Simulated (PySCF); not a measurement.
## Spin-rotation constants: Me2Se3

Geometry (Å), atoms numbered from 1 in this order:
```xyz
11

C    -1.5308    1.2355    1.9173
Se   -1.2410   -0.5901    1.2542
Se   -1.2156   -0.1580   -1.0256
Se    0.9475    0.5494   -1.4789
C     1.8231   -1.1971   -1.6730
H    -2.4732    1.6135    1.5311
H    -1.5606    1.1820    3.0012
H    -0.7042    1.8638    1.5944
H     2.8652   -1.0085   -1.9114
H     1.3460   -1.7517   -2.4758
H     1.7435   -1.7388   -0.7335
```

Level of theory: GIAO BP86/def2-SVP magnetisability, rotational g tensor and spin-rotation constants, non-relativistic, gas phase in PySCF. Geometry: GFN2-xTB.

The calculation is non-relativistic, which matters for the atoms heavier than Zn.

Give the nuclear spin-rotation constants along the inertial axes (H = +C I·J) beside the isotropic shieldings.

Rotational constants 2.2471, 0.6480, 0.6211 GHz. A star marks the isotopologue with that one atom substituted, in its own axes.
```csv
atom,isotope,Caa (kHz),Cbb (kHz),Ccc (kHz),mean (kHz),σ (ppm)
H6,1H,-0.221,-0.006,-0.047,-0.091,29.3
H7,1H,-0.063,-0.041,-0.067,-0.057,30.1
H8,1H,-0.051,-0.054,-0.049,-0.051,29.4
H9,1H,-0.057,-0.043,-0.068,-0.056,30.1
H10,1H,-0.223,-0.003,-0.050,-0.092,29.4
H11,1H,-0.057,-0.054,-0.047,-0.053,29.3
C1,13C*,0.316,0.099,0.078,0.164,168.7
Se2,77Se*,3.569,1.159,1.547,2.091,1336.7
Se3,77Se*,4.775,1.272,1.881,2.643,974.0
```
For the geometry as given, no vibrational averaging.
